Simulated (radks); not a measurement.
Neutral silicon inside a hard spherical wall (all orbitals vanish at R), configuration held at [Ne] 3s2 3p2 and not refilled when levels cross. Calculated with a radial shooting solver on a logarithmic mesh with Libxc functionals: scalar-relativistic Kohn-Sham, LDA (Slater exchange, VWN5 correlation), spin-polarised, spherical densities, point nucleus; open shells are filled with parallel spins first. Eigenvalues in eV for spin up, with the zero of energy where the potential of the charges vanishes at infinity; a dash marks a level that is unbound or too diffuse for the functional's potential to be trusted. A positive occupied level is held by the wall or, in an anion where self-interaction has pushed it up, behind a barrier. The pressure on the wall is -dE/dV.

R (bohr)	E (hartree)	kinetic (hartree)	e(2s)	e(2p)	e(3s)	e(3p)	e(4s, empty)	e(4p, empty)	pressure (GPa)
free	-288.85079	289.282	-138.61	-95.494	-11.386	-4.622	-0.407	-	0
20	-288.85079	289.282	-138.61	-95.494	-11.386	-4.622	-0.394	0.371	< 0.0001
15	-288.85079	289.282	-138.61	-95.494	-11.386	-4.622	-0.323	0.676	< 0.0001
8	-288.84834	289.302	-138.41	-95.299	-11.252	-4.477	1.567	4.112	0.105
5	-288.75970	289.763	-135.65	-92.528	-9.437	-2.205	12.703	18.094	10.8
4	-288.51435	290.747	-131.45	-88.311	-6.255	1.820	28.270	35.286	66.4
3	-287.47171	294.043	-121.59	-78.364	4.105	14.236	71.161	79.505	535
2	-281.73727	308.546	-96.783	-52.968	52.175	65.726	227.68	229.22	7730
1.5	-269.02393	337.481	-65.316	-19.447	150.80	160.46	489.06	464.85	47200
